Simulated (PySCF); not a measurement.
C₆ coefficients of unlike pairs at UHF

Calculated with PySCF 2.14 from the dipole response of each species, C₆(A,B) = (3/π) ∫ α_A(iu) α_B(iu) du, in atomic units, from isotropic polarisabilities. For ions this is the dispersion term alone; charge-induced terms of lower order in 1/R come first.

| species | configuration | basis | relativity | α (bohr³) | C₆ (like pair) |
| --- | --- | --- | --- | --- | --- |
| P²⁺ | [Ne] 3s2 3p1 (2P) | dyall-av2z (13s9p2d) | none | 9.576 | 35.25 |
| F | [He] 2s2 2p5 (2P) | aug-cc-pVTZ-DK (5s4p3d2f) | spin-free X2C | 3.111 | 8.186 |
| Cr²⁺ | [Ar] 3d4 (5D) | aug-cc-pVDZ-DK (7s6p4d2f) | spin-free X2C | 3.569 | 10.22 |
| As³⁺ | [Ar] 3d10 4s2 (1S) | def2-QZVPPD (12s7p5d4f1g) | none | 8.240 | 27.02 |

(1) Estimate C₆ for As³⁺ with F.

No spin-orbit coupling is included.

The other pairs:

| pair | C₆ |
| --- | --- |
| Cr²⁺, F | 9.125 |
| As³⁺, Cr²⁺ | 15.67 |
| As³⁺, P²⁺ | 30.68 |
| Cr²⁺, P²⁺ | 17.33 |
| F, P²⁺ | 15.66 |

Answers

(1) The integral gives 14.07. The combination rule 2 C_A C_B / (C_A α_B/α_A + C_B α_A/α_B) gives 13.87 and the geometric mean 14.87.
